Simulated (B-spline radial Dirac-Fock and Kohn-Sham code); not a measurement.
**Relativistic shifts of the levels of Mn¹⁹⁺**

System: Mn¹⁹⁺, [He] 2s2 2p2.

Both columns are ΔSCF binding energies of the configuration average from a radial atomic solver: non-relativistic Hartree-Fock with a point nucleus, and Dirac-Fock with a finite nucleus and the Coulomb interaction alone, averaged over the two j levels with weights 2j+1.

```csv
shell,Hartree-Fock (eV),Dirac-Fock (eV),shift (eV),shift (%)
1s,7536.4,7597.2,+60.79,+0.81
2s,1583.6,1599.4,+15.84,+1.00
2p,1525.9,1531.2,+5.29,+0.35
```

Relativity binds 1s, 2s, 2p more strongly, among those listed most of all 2s in relative terms.

Values without a named source are computed, but for edge energies of neutral atoms, which are taken from tables.
